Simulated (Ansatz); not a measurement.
System: CdH (charge 0, doublet). The spin state was set by rule; other spins were not relaxed. SMILES: [CdH]
Geometry: optimised at B3LYP-D3(BJ)/def2-TZVP (Ansatz, a first-principles code).

Quantity: vertical ionisation energy (to the singlet state of charge +1; each state is the SCF solution reached for its spin; for the singlet T1 is 0.030), in eV. Valence correlation only, unless marked. Open shells are spin-unrestricted. Spin-orbit coupling is left out. The frozen core is the preceding noble-gas configuration, with the filled d and f shells of earlier blocks. Past Kr the def2 sets carry scalar-relativistic core potentials. Basis-set limits of correlation are two-point, X^-3; Hartree-Fock from the larger set.

```json
[
 {"level": "SVWN5/def2-TZVPD", "program": "Ansatz", "vertical ionisation energy (eV)": "___"},
 {"level": "PBE/def2-TZVPD", "program": "Ansatz", "vertical ionisation energy (eV)": "7.71"},
 {"level": "r2SCAN/def2-TZVPD", "program": "Ansatz", "vertical ionisation energy (eV)": "7.83"},
 {"level": "B3LYP/def2-TZVPD", "program": "Ansatz", "vertical ionisation energy (eV)": "7.83"},
 {"level": "PBE0/def2-TZVPD", "program": "Ansatz", "vertical ionisation energy (eV)": "7.68"},
 {"level": "BHLYP/def2-TZVPD", "program": "Ansatz", "vertical ionisation energy (eV)": "7.66"},
 {"level": "CAM-B3LYP/def2-TZVPD", "program": "Ansatz", "vertical ionisation energy (eV)": "___"},
 {"level": "wB97M-V/def2-TZVPD", "program": "Ansatz", "vertical ionisation energy (eV)": "___"},
 {"level": "wB97X-V/def2-TZVPD", "program": "Ansatz", "vertical ionisation energy (eV)": "7.59"},
 {"level": "CCSD/def2-SVPD", "program": "Ansatz", "vertical ionisation energy (eV)": "7.39"},
 {"level": "CCSD/def2-TZVPPD", "program": "Ansatz", "vertical ionisation energy (eV)": "___"},
 {"level": "CCSD/def2-QZVPPD", "program": "Ansatz", "vertical ionisation energy (eV)": "7.56"},
 {"level": "CCSD(T)/CBS(def2-TZVPPD,def2-QZVPPD)", "program": "Ansatz", "vertical ionisation energy (eV)": "7.64"}
]
```

Problem. Some entries are withheld; supply them.

Solution. 
- SVWN5/def2-TZVPD, vertical ionisation energy (eV): 7.87
- CAM-B3LYP/def2-TZVPD, vertical ionisation energy (eV): 7.84
- wB97M-V/def2-TZVPD, vertical ionisation energy (eV): 7.57
- CCSD/def2-TZVPPD, vertical ionisation energy (eV): 7.48
